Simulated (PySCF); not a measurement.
FHSTe. Atoms are numbered in the order given.

```xyz
4

Te     0.4891    -0.1984    -0.0157
F     -0.6736    -1.6832    -0.4552
S     -1.1318     1.4719     0.3633
H     -1.2605     1.9174    -0.9016
```

Coordinates come from a B3LYP-D3(BJ)/def2-TZVP optimisation. The def2 effective core potentials stand for the cores of Te; spin–orbit coupling is left out. The values are those of a single conformer.

The numbers are results of B3LYP/def2-TZVPD (PySCF), not measurements.

Gas-phase values at a fixed geometry.

Computed frontier levels, gap, dipole moment and polarisability:
```
Property                                                                                                       Result
---------------------------------------------------------------------------------------------  ----------------------
highest occupied level                                                                                       -6.53 eV
lowest empty level                                                                                           -2.56 eV
orbital gap                                                                                                   3.97 eV
dipole moment                                                                                                  2.33 D
quadrupole, principal values (traceless, Buckingham form, about the centre of nuclear charge)  -5.89, -0.76, 6.66 D·Å
mean static polarisability                                                                       63.8 bohr³ (9.45 Å³)
polarisability, principal values                                                               54.2, 54.4, 82.8 bohr³
```
